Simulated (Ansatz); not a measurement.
A structure relaxed at PBE-D4/def2-SVP in Ansatz, charge -1, doublet:

```xyz
14

Mg   -0.1267    1.0785   -0.2513
Mg    0.6862   -0.6696    1.6922
Mg   -1.2130    0.7134   -3.0111
Mg    0.3454   -3.2838    0.5958
Mg    0.5934    3.2354    1.8302
Mg   -0.5893    3.9448   -1.1109
Mg   -0.6080   -1.9534   -1.7467
O     0.9373   -2.4607    2.1681
O    -0.1680    1.2821    1.8675
O    -0.3071   -3.6973   -1.1053
O    -0.7762   -0.8473    0.0571
O     0.6866   -0.7915   -0.5360
O     1.3017    1.3298    1.2929
O    -0.7625    2.1195   -1.7425
```

(1) Give its formula and point group.

(2) Summarise the bond lengths by kind (pairs closer than 1.2 times the sum of covalent radii, bridged metal pairs left out).

Answers

(1) Mg7O7⁻. Point group Cs (tolerance 0.1 Å).

(2) 19 × Mg–O 1.87 to 2.23 Å; 2 × O–O 1.58 Å; 2 × Mg–Mg 3.01 to 3.25 Å.

The structure holds 2 bond(s) between oxygen atoms. Another isomer (doublet) lies 7.93 eV lower at PBE0-D4/def2-SVP; other spin states weren't run for this one.
